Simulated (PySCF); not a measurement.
oxasilolan-5-one (C3H6O2Si), SMILES O=C1CC[SiH2]O1.

Geometry: B3LYP-D3(BJ)/def2-SVP. Other conformers were not sampled.

Two levels are set side by side: TDA-PBE/def2-SVPD (PySCF) and TDA-CAM-B3LYP/def2-SVPD (PySCF). Vertical, same geometry. The lowest singlet is HOMO→LUMO+1 82 %, HOMO→LUMO 17 % with PBE and HOMO→LUMO+2 77 %, HOMO→LUMO+1 15 % with the other functional; states are paired by order. Differences are taken from unrounded values.

```csv
quantity,TDA-CAM-B3LYP,TDA-PBE,TDA-PBE minus TDA-CAM-B3LYP
lowest singlet excitation (eV),5.76,5.43,-0.34
lowest triplet excitation (TDA) (eV),5.22,4.96,-0.26
```

A lower first singlet is the usual sign of a functional without exact exchange. Differences between two approximate levels are no errors against the true value.

Rough cost on one machine, each run with all the roots and properties that it gave: TDA-CAM-B3LYP against TDA-PBE about 3 times.
